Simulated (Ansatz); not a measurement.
Basis-set extrapolation for `CO[Si@H](Cl)[Si@H](O)Cl` (PBE0-D4/def2-TZVP geometry, frozen core, the Gaussian-basis code of Ansatz). Multiplicity 1, RHF reference.

```json
{"": "HF", "def2-TZVPP": "-1688.287456", "def2-QZVPP": "-1688.340500"}
{"": "MP2 correlation", "def2-TZVPP": "-1.258832", "def2-QZVPP": "-1.368297"}
{"": "CCSD(T) correlation", "def2-TZVPP": "-1.378249", "def2-QZVPP": "not run"}
```

Energies in hartree. Use E(X) = E(∞) + A·exp(−7.88·√X) for Hartree–Fock and E(X) = E(∞) + B·X^(−2.97) for correlation, with X = 3 and 4, and add CCSD(T) minus MP2 of the smaller set to the MP2 limit.

What is the CCSD(T) energy at the basis-set limit?

HF limit: -1688.340500 + (-0.053044) × 0.13774 = -1688.34781. MP2 limit: -1.368297 + (-0.109465) × 0.74074 = -1.44938. Higher-order term: -1.378249 − (-1.258832) = -0.11942. Total: -1689.91661 hartree, 658.8 kJ/mol below CCSD(T)/def2-TZVPP.
